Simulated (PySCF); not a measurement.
**Excitation energy of F²⁺ by level of theory**

F²⁺ [He] 2s2 2p3 (4S) → F²⁺ [He] 2s1 2p3 3s1 (6S), as a difference of total energies. Calculation: PySCF 2.14, in aug-cc-pVQZ-DK (6s5p4d3f2g, 80 functions); the spin-free X2C one-electron Hamiltonian (Gaussian nucleus). Correlated levels: valence: 1s2 frozen. The calculations carry no spin-orbit coupling.

```json
{"method": "UHF", "excitation energy (eV)": "46.207"}
{"method": "MP2 (valence)", "excitation energy (eV)": "48.182"}
{"method": "SCS-MP2 (valence)", "excitation energy (eV)": "48.708"}
{"method": "CCSD (valence)", "excitation energy (eV)": "48.392"}
{"method": "CCSD(T) (valence)", "excitation energy (eV)": "48.425"}
```

Question: How much does correlation contribute at CCSD(T) (valence)?

Answer: 48.425 − (46.207) = 2.218 eV, measured against UHF.

The promoted electron is Rydberg-like, and one or two diffuse shells describe it only roughly, which tends to raise the upper state.
